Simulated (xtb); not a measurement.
xtb input (GFN2-xTB):

```bash
xtb mol.xyz --gfn 2 --sp --chrg 1 --uhf 0
```
mol.xyz:
```
4

Se    -0.00415543    -0.01140924     0.36621161
F      1.24346324    -0.73006995    -0.47029783
F      0.03071145     1.45824604    -0.41588255
F     -1.25847638    -0.68507453    -0.49728572
```

End of the output:

```
         :::::::::::::::::::::::::::::::::::::::::::::::::::::
         ::                     SUMMARY                     ::
         :::::::::::::::::::::::::::::::::::::::::::::::::::::
         :: total energy             -16.826553750278 Eh    ::
         :: gradient norm              0.014857423184 Eh/a0 ::
         :: HOMO-LUMO gap              6.377974639452 eV    ::
         ::.................................................::
         :: SCC energy               -16.838569527052 Eh    ::
         :: -> isotropic ES            0.202102526132 Eh    ::
         :: -> anisotropic ES          0.010783056465 Eh    ::
         :: -> anisotropic XC         -0.008148357937 Eh    ::
         :: -> dispersion             -0.001523534080 Eh    ::
         :: repulsion energy           0.012015776774 Eh    ::
         :: add. restraining           0.000000000000 Eh    ::
         :: total charge               1.000000000000 e     ::
         :::::::::::::::::::::::::::::::::::::::::::::::::::::

           -------------------------------------------------
          |                Property Printout                |
           -------------------------------------------------

    * Orbital Energies and Occupations

         #    Occupation            Energy/Eh            Energy/eV
      -------------------------------------------------------------
         1        2.0000           -1.1400012             -31.0210
         2        2.0000           -1.1225533             -30.5462
         3        2.0000           -1.1225533             -30.5462
         4        2.0000           -0.9797191             -26.6595
         5        2.0000           -0.8789937             -23.9186
         6        2.0000           -0.8789937             -23.9186
         7        2.0000           -0.8677023             -23.6114
         8        2.0000           -0.8255907             -22.4655
         9        2.0000           -0.8255907             -22.4655
        10        2.0000           -0.8165180             -22.2186
        11        2.0000           -0.8162071             -22.2101
        12        2.0000           -0.8162071             -22.2101
        13        2.0000           -0.7936117             -21.5953 (HOMO)
        14                         -0.5592254             -15.2173 (LUMO)
        15                         -0.5592254             -15.2173
Note: The following floating-point exceptions are signalling: IEEE_DENORMAL
normal termination of xtb
        16                         -0.3687864             -10.0352
        17                         -0.1201100              -3.2684
        18                         -0.1129484              -3.0735
        19                         -0.1129484              -3.0735
        20                          0.6516214              17.7315
        21                          0.6516214              17.7315
      -------------------------------------------------------------
                  HL-Gap            0.2343863 Eh            6.3780 eV
             Fermi-level           -0.6764185 Eh          -18.4063 eV

     #   Z          covCN         q      C6AA      α(0)
     1  34 Se       2.352     1.296   196.943    24.453
     2   9 F        0.784    -0.099    10.241     3.780
     3   9 F        0.784    -0.099    10.241     3.780
     4   9 F        0.784    -0.099    10.241     3.780

 Mol. C6AA /au·bohr⁶  :        540.843857
 Mol. C8AA /au·bohr⁸  :      24373.632122
 Mol. α(0) /au        :         35.793611

Wiberg/Mayer (AO) data.
largest (>0.10) Wiberg bond orders for each atom

 ---------------------------------------------------------------------------
     #   Z sym  total        # sym  WBO       # sym  WBO       # sym  WBO
 ---------------------------------------------------------------------------
     1  34 Se   3.672 --     2 F    1.224     4 F    1.224     3 F    1.224
     2   9 F    1.352 --     1 Se   1.224
     3   9 F    1.352 --     1 Se   1.224
     4   9 F    1.352 --     1 Se   1.224
 ---------------------------------------------------------------------------

Topologies differ in total number of bonds
Writing topology from bond orders to xtbtopo.mol

molecular dipole:
                 x           y           z       tot (Debye)
 q only:       -0.013      -0.036       1.155
   full:       -0.011      -0.029       0.931       2.367
molecular quadrupole (traceless):
                xx          xy          yy          xz          yz          zz
 q only:       -0.750       0.001      -0.748      -0.026      -0.070       1.498
  q+dip:       -0.834       0.001      -0.832      -0.028      -0.078       1.666
   full:       -0.559       0.001      -0.557      -0.019      -0.052       1.116

           -------------------------------------------------
          | TOTAL ENERGY              -16.826553750278 Eh   |
          | GRADIENT NORM               0.014857423184 Eh/α |
          | HOMO-LUMO GAP               6.377974639452 eV   |
           -------------------------------------------------

------------------------------------------------------------------------
------------------------------------------------------------------------
 total:
 SCF:
```
